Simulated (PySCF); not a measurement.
**Working out the ionisation energy of Ru**

Ru [Kr] 4d7 5s1 (5F) → Ru⁺ [Kr] 4d7 (4F). Computed with PySCF 2.14 in cc-pVDZ-PP with ECP28MDF, with a scalar-relativistic core potential. Frozen: 4s2 4p6. Energies in hartree (1 hartree = 27.21139 eV):

```json
{"part": "UHF", "Ru (lower)": "-93.812201", "Ru⁺ (upper)": "-93.580830"}
{"part": "MP2 opposite-spin", "Ru (lower)": "-0.074063", "Ru⁺ (upper)": "-0.064477"}
{"part": "MP2 same-spin", "Ru (lower)": "-0.062169", "Ru⁺ (upper)": "-0.048233"}
```

Question: What does Hartree-Fock give?

Answer: (-93.580830) − (-93.812201) = 0.231371 hartree = 6.296 eV.

Question: What do MP2 and SCS-MP2 (6/5 opposite-spin, 1/3 same-spin) give?

Answer: The opposite-spin parts differ by 0.261 eV and the same-spin parts by 0.379 eV. MP2: 6.296 + (0.261) + (0.379) = 6.936 eV. SCS-MP2: 6.296 + 1.2 × (0.261) + (0.379)/3 = 6.736 eV.

Measured between the centres of the two terms (NIST): 7.365 eV, so MP2 (valence) is off by -0.429 eV.

A double-zeta basis recovers only part of the correlation energy.

What remains against the reference includes basis incompleteness, the frozen core and correlation beyond second order.
